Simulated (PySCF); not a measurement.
# Telling isomers of C6H11FO2Si apart by NMR

Theory: geometry from GFN2-xTB, shieldings: GIAO PBE0/pcSseg-1, in PySCF 2.14 (one averaged value for each set of equivalent atoms, no solvent model, non-relativistic, single conformer).

References, each an isolated molecule treated in the same way: TMS for $^{1}$H and $^{13}$C. Splittings of carbon signals by F and P are missing where no couplings were computed. Where no couplings were computed, multiplicities follow the n + 1 count of equivalent neighbours, and m marks all less simple cases (inequivalent or close neighbours, rings, F or P nearby). Shifts are as computed. Against solution values, carbons near 30 ppm lie about +3 ppm off and those near 130 ppm about +5 ppm. Of 1211 compounds with measured shifts, 218 miss one by over three times the rms of a fit or turn the order of signals round; such compounds aren't used in these exercises.

(1) Tabulate the signals of `CC(=O)O[Si@@H](F)C1CCC1`, `C/C(=C\F)[C@H]1CCO[SiH2]O1`, `CO[C@@]1(C)C[C@]1([SiH3])C(=O)F`, `C=C[C@@]1(C)O[SiH2]OC[C@@H]1F` and their relative energies.

(2) What is the quickest way to tell CC(=O)O[Si@@H](F)C1CCC1 from C=C[C@@]1(C)O[SiH2]OC[C@@H]1F?

(3) What is the quickest way to tell CC(=O)O[Si@@H](F)C1CCC1 from CO[C@@]1(C)C[C@]1([SiH3])C(=O)F?

(4) What is the quickest way to tell C/C(=C\F)[C@H]1CCO[SiH2]O1 from C=C[C@@]1(C)O[SiH2]OC[C@@H]1F?

Answers

(1) 
```tsv
SMILES	carbon types	δC	δH	E rel. (kcal/mol)
CC(=O)O[Si@@H](F)C1CCC1	1×C 1×CH 3×CH2 1×CH3	176.2, 24.1, 22.1, 21.3, 21.1, 20.3	5.10 (m, 1H), 2.59 (m, 1H), 2.42 (m, 1H), 2.36 (m, 1H), 2.19 (m, 1H), 2.12 (s, 3H), 2.06 (m, 1H), 2.02 (m, 1H), 2.02 (m, 1H)	0.0
C/C(=C\F)[C@H]1CCO[SiH2]O1	1×C 2×CH 2×CH2 1×CH3	157.0, 128.0, 78.6, 66.7, 43.0, 12.3	7.23 (m, 1H), 5.12 (m, 1H), 5.05 (m, 1H), 4.58 (m, 1H), 4.52 (m, 1H), 4.35 (m, 1H), 1.78 (m, 1H), 1.77 (s, 3H), 1.64 (m, 1H)	42.4
CO[C@@]1(C)C[C@]1([SiH3])C(=O)F	3×C 1×CH2 2×CH3	173.8, 73.6, 56.6, 28.0, 23.4, 15.0	4.00 (s, 3H), 3.51 (s, 3H), 1.59 (s, 3H), 1.30 (m, 1H), 1.28 (m, 1H)	82.4
C=C[C@@]1(C)O[SiH2]OC[C@@H]1F	1×C 2×CH 2×CH2 1×CH3	149.6, 121.7, 96.6, 79.8, 67.8, 29.1	6.12 (m, 1H), 6.09 (m, 1H), 5.69 (m, 1H), 5.23 (m, 1H), 4.96 (m, 1H), 4.63 (m, 1H), 4.55 (m, 1H), 4.42 (m, 1H), 1.50 (s, 3H)	43.0
```

Energies are electronic energies at PBE0/pcSseg-1 on these geometries, without zero-point or thermal terms, each for the one conformer computed, which needn't be the lowest.

(2) Both give the same number of carbon signals, but DEPT or the intensities differ. The first has a carbonyl carbon (C) at 176.2 ppm, the second an alkene CH at 149.6 ppm. In the proton spectra the most deshielded non-exchanging signals are 5.10 (m, 1H) and 6.12 (m, 1H).

(3) Both give the same number of carbon signals, but DEPT or the intensities differ. The first has an sp3 CH bonded to Si at 21.3 ppm, the second a three-membered-ring carbon (C) at 73.6 ppm. Their most deshielded carbons lie at 176.2 and 173.8 ppm. In the proton spectra the most deshielded non-exchanging signals are 5.10 (m, 1H) and 4.00 (s, 3H).

(4) Both give the same number of carbon signals, with the same numbers of each carbon type, so the positions decide. The first has a fully substituted alkene carbon (C) at 128.0 ppm, the second a terminal =CH2 carbon at 121.7 ppm. Their most deshielded carbons lie at 157.0 and 149.6 ppm. In the proton spectra the most deshielded non-exchanging signals are 7.23 (m, 1H) and 6.12 (m, 1H).
